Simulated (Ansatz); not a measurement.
`Cl[SiH]1C[SiH2]1`, charge 0, multiplicity 1.

Problem. Give a relaxed structure at PBE0-D4/def2-TZVP (Ansatz). (An estimate is asked.)

Solution. Computed: 
Z-matrix (Å, degrees):
```
Si
C 1 1.877
Si 1 2.242 2 54.4
Cl 1 2.051 2 116.2 3 -112.4
H 1 1.479 2 117.3 3 114.7
H 2 1.089 1 117.1 3 109.9
H 2 1.089 1 117.6 3 -113.5
H 3 1.481 1 121.4 2 -99.5
H 3 1.482 1 122.5 2 101.1
```
This is one stationary point; other conformers may exist.
